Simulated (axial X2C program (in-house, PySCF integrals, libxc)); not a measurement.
**AlPb: cheaper levels and CCSD(T), two-component**

All values were computed with an in-house all-electron X2C program for linear molecules (integrals from PySCF). Two-component (2c) means X2C with spin–orbit coupling and atomic mean-field two-electron Coulomb and Gaunt terms. Basis: Pb dyall-cv3z [12s14p10d7f1g], Al dyall-v3z [8s8p2d1f] (cores contracted in-house); Gaussian nuclei, density fitting, unrestricted open shells. Masses: Pb 207.977 u, Al 26.982 u.

State: Ω = 3/2 (⟨Sz⟩ = 1.39, ⟨Lz⟩ = 0.11 at HF); fragments Pb + Al.

```
level  Re (Å)  ωe (cm⁻¹)  De (eV)
 PBE0   2.694      232.1     1.30
   HF   2.772      219.8    0.626
 CCSD   2.732      232.0    0.877
 BP86   2.718      217.3     1.36
```

Correlated methods: 7 electrons correlated (number of frozen shells: Pb 5 s, 4 p, 3 d, 1 f; Al 2 s, 1 p), 235 virtual spin orbitals or spinors in MP2, 90 natural virtuals in coupled cluster.

CCSD(T), same Hamiltonian and basis:

Re = 2.728 Å, ωe = 232.3 cm⁻¹, De = 0.99 eV; T1 = 0.046 (Lee–Taylor normalisation).

(1) Give the differences from CCSD(T) in the columns below.

One determinant describes the state; a PBE0 search over occupations chose it and may have missed a lower one. Dissociation energies refer to the lowest single-determinant-based atoms at the same level and basis. Density functionals use the spin component along the axis (collinear). CCSD and (T) use frozen natural virtuals with an MP2 correction for the truncation; (T) itself is uncorrected, so its De runs slightly low. The 2c atoms are single determinants rather than J levels; their spin–orbit lowering is only partly caught, and De is too large by that part. This holds for PBE0, CCSD, BP86, CCSD(T). Other states lie close and PBE0, whose exact exchange favours high spin, may order them wrongly; the determinant shown need not be the ground state. The nearest other 2c determinant of the search, Ω = 1/2, lies 0.13 eV up at the distance of the search. The functionals have no current-density term, which raises determinants with orbital currents, atoms included. With several unpaired electrons one determinant need not be a pure state. This is the top spin component of a Σ state; components of lower Ω are not single determinants and can lie lower. The T1 diagnostic is large, a sign of multireference character. With the outer-core shells frozen, correlated bond lengths of heavy atoms tend to come out a few hundredths of an ångström too long.

Results:

(1) 

```json
{"level": "PBE0", "ΔRe (Å)": "-0.034", "Δωe (cm⁻¹)": "-0.2", "ΔDe (eV)": "0.31"}
{"level": "HF", "ΔRe (Å)": "0.044", "Δωe (cm⁻¹)": "-12.5", "ΔDe (eV)": "-0.36"}
{"level": "CCSD", "ΔRe (Å)": "0.004", "Δωe (cm⁻¹)": "-0.3", "ΔDe (eV)": "-0.11"}
{"level": "BP86", "ΔRe (Å)": "-0.010", "Δωe (cm⁻¹)": "-15.0", "ΔDe (eV)": "0.37"}
```
